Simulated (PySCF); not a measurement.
## Atomic charges by several schemes

Compound: C4H9FOSi.
Numbering: `[CH3:1][O:2][Si@@H:3]1[CH2:4][CH2:5][C@H:6]1[F:7]` (hydrogens: H8, H9, H10 on C1; H11 on Si3; H12, H13 on C4; H14, H15 on C5; H16 on C6)

Cartesian coordinates in Å at the PBE0-D3(BJ)/def2-SVP level; atoms count from 1:
```xyz
16
C4H9FOSi angstrom
C      2.927    0.000    0.132
O      1.637   -0.076   -0.406
Si     0.199    0.309    0.316
C     -1.027   -1.000    0.915
C     -2.132   -0.079    0.339
C     -1.323    0.624   -0.771
F     -1.754    1.878   -1.114
H      3.185   -0.917    0.691
H      3.046    0.863    0.812
H      3.652    0.112   -0.690
H      0.422    1.385    1.332
H     -1.117   -1.253    1.979
H     -0.941   -1.933    0.335
H     -2.430    0.680    1.082
H     -3.050   -0.586    0.000
H     -1.306   -0.008   -1.678
```

Density: PBE0/pcSseg-1 (PySCF); schemes: Mulliken, IAO, Hirshfeld and ESP-fitted. Geometry: PBE0-D3(BJ)/def2-SVP, one conformer, isolated molecule.

Tabulate the Mulliken, IAO, Hirshfeld and ESP-fitted charges.

In e:

```
atom                  environment  Mulliken     IAO  Hirshfeld  ESP-fitted
  C1               methoxy carbon    -0.018  -0.189     -0.030      +0.011
  O2           silyl ether oxygen    -0.644  -0.620     -0.231      -0.469
 Si3         oxygen-bound silicon    +0.947  +1.099     +0.408      +0.687
  C4  sp3 carbon bound to silicon    -0.551  -0.575     -0.168      -0.514
  C5    four-membered-ring carbon    -0.278  -0.274     -0.080      -0.024
  C6               sp3 C–F carbon    -0.053  -0.102     -0.031      -0.055
  F7               alkyl fluorine    -0.324  -0.316     -0.127      -0.232
  H8              methyl hydrogen    +0.107  +0.132     +0.042      +0.066
  H9              methyl hydrogen    +0.097  +0.124     +0.040      +0.052
 H10              methyl hydrogen    +0.121  +0.151     +0.049      +0.081
 H11                Si–H hydrogen    -0.113  -0.147     -0.080      -0.123
 H12           methylene hydrogen    +0.151  +0.150     +0.040      +0.135
 H13           methylene hydrogen    +0.148  +0.147     +0.041      +0.147
 H14           methylene hydrogen    +0.141  +0.143     +0.044      +0.066
 H15           methylene hydrogen    +0.144  +0.141     +0.041      +0.062
 H16             methine hydrogen    +0.122  +0.136     +0.041      +0.111
```

Mean size of the charges over all atoms: IAO 0.278 e, Mulliken 0.247 e, ESP-fitted 0.177 e, Hirshfeld 0.093 e. Each set sums to the total charge, 0, to within 0.001 e. The IAO scheme projects the occupied orbitals on a minimal set of polarised atomic orbitals and counts the electrons in each atom's part of it. The Hirshfeld scheme weights the molecular density at each point by an atom's share of the summed free-atom densities.

Lowest charge. The schemes don't all agree: Mulliken O2 (-0.644); IAO O2 (-0.620); Hirshfeld O2 (-0.231); ESP-fitted C4 (-0.514).

Highest charge. All schemes agree: Mulliken Si3 (+0.947); IAO Si3 (+1.099); Hirshfeld Si3 (+0.408); ESP-fitted Si3 (+0.687).

Sum the charges by element, for elements with more than one atom.

```
element  atoms  Mulliken     IAO  Hirshfeld  ESP-fitted
      C      4    -0.900  -1.140     -0.309      -0.583
      H      9    +0.920  +0.977     +0.259      +0.596
```

How closely do the schemes follow one another over all atoms?

Correlation coefficient and root-mean-square difference: IAO with Hirshfeld 0.99, 0.248 e; Mulliken with IAO 0.99, 0.061 e; Mulliken with Hirshfeld 0.99, 0.217 e; Mulliken with ESP-fitted 0.98, 0.109 e; IAO with ESP-fitted 0.97, 0.145 e; Hirshfeld with ESP-fitted 0.96, 0.137 e.
